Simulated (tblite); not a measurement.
Compound: C3H9OSi2 (doublet state).
Z-matrix (Å and degrees, GFN2-xTB geometry), rows numbered from 1:
```
C 
Si  1  1.8930
C   2  1.9121  1  112.13
C   3  1.4879  2  100.59  1    66.44
O   4  1.2256  3  121.63  2   -82.31
Si  4  1.9147  3  119.52  2    94.10
H   1  1.0866  2  111.81  3  -159.65
H   1  1.0901  2  108.62  3   -40.26
H   1  1.0872  2  112.64  3    78.75
H   2  1.4667  1  113.80  3   127.19
H   3  1.0892  2  109.92  1   -50.93
H   3  1.0860  2  112.36  1  -174.19
H   6  1.4619  4  107.00  3   108.20
H   6  1.4605  4  109.01  3  -131.72
H   6  1.4666  4  108.11  3   -10.95
```

Calculated harmonic vibrations of the isolated species, GFN2-xTB (tblite), most abundant isotopes, no scaling. The method is semi-empirical: single wavenumbers can be off by several per cent or more. Modes of hydrogen on silicon can be 10 to 20 % off. One conformer, not necessarily the lowest. Open shells enter through the occupations alone, without spin polarisation, and single modes of such species can be off by tens of per cent.

Harmonic wavenumbers (cm⁻¹): 42.6, 64.2, 93.1, 121.0, 133.6, 181.2, 248.6, 391.9, 403.9, 439.1, 545.9, 584.9, 594.8, 647.6, 688.1, 765.3, 769.0, 772.9, 783.4, 819.8, 837.1, 850.5, 1015.4, 1114.2, 1134.1, 1361.6, 1437.3, 1461.1, 1473.0, 1625.0, 2225.9, 2239.6, 2278.9, 2291.3, 2989.4, 2991.7, 3020.0, 3029.4, 3034.5.

A = 3803, B = 1319, C = 1192 MHz; mass 117.019 u (most abundant isotopes); point group C1, symmetry number 1; spin multiplicity 2.

Task: Zero-point energy?

Result: ½Σν̃ = 22750 cm⁻¹ = 272.15 kJ/mol.

Task: Give the ideal-gas entropy at 200 K and 1 bar in the rigid-rotor, harmonic-oscillator model (classical rotation).

Result: Translation 159.95, rotation 113.75, vibration 84.32, spin (R ln 2) 5.76: S = 363.8 J/(mol K).

Task: And Cp and H(200 K) − H(0)?

Result: Cp = 116.68 J/(mol K), of which vibrations give 83.43 (their classical limit is 39 R = 324.3); H(200 K) − H(0) = 15.50 kJ/mol without the zero-point energy, 8.85 from vibrations.

Task: What must be added to the electronic energy to get the Gibbs energy at 200 K and 1 bar?

Result: ZPE + [H(200 K) − H(0)] − T·S = 272.15 + 15.50 − 72.76 = 214.89 kJ/mol.

Task: Blend soft modes into free rotors: weight 1/[1 + (100 cm⁻¹/ν̃)⁴] for the oscillator and the rest for a rotor with moment μB/(μ + B), μ = h/(8π²ν), B = 10⁻⁴⁴ kg m². What vibrational entropy results?

Result: 77.26 J/(mol K) in place of 84.32, which changes −T·S at 200 K by +1.41 kJ/mol.

Hindered rotation and anharmonicity are outside this model. Other conformers, if any are populated, would add a mixing term that is left out. The structure is chiral; the term R ln 2 for an equal mix with its mirror image is left out.
